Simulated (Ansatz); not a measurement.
A made-up structure of LiSiH₃SO, singlet:

Li1  (0.360, 1.522, -1.575)
Si2  (-0.473, -0.201, -0.474)
O3  (-1.074, -0.165, 0.801)
S4  (1.180, 0.559, 0.581)
H5  (-0.191, -1.777, -0.464)
H6  (-1.457, 0.703, 0.821)
H7  (1.655, -0.641, 0.310)
(Å)

It is relaxed with PBE-D4/def2-SVP and then PBE0-D4/def2-TZVP (Ansatz 0.2.0). Atoms count as bonded within 1.22 times the sum of their covalent radii (H–H: 0.88 Å). The end point is not checked to be a true minimum.

(1) Does its bonding change? (Judge from chemistry; the calculation decides.)

Results:

(1) Computed: No: no bond forms or breaks.

Where it ends: The first stage lowers the energy by 4.18 eV in 10 steps. It ends as LiSiH₃SO ([OH][SiH]1[Li][SH]1):
Li1  (0.736, 1.417, -1.590)
Si2  (-0.584, -0.191, -0.390)
O3  (-1.598, -0.166, 0.938)
S4  (1.545, 0.530, 0.390)
H5  (-0.207, -1.647, -0.415)
H6  (-2.122, 0.633, 1.007)
H7  (2.229, -0.576, 0.059)
(Å)

Labels in which every atom is bracketed show which atoms are joined, not bond orders.

For scale, one of the runs: PBE0-D4/def2-TZVP relaxation, 137 basis functions, launched by `ansatz run in.yaml --threads 2 --pin off --events-out ev --progress --plain --max-ram 4352MiB`. The run took about 10 s on 2 CPU threads of an AMD EPYC 9R45 (shared host).
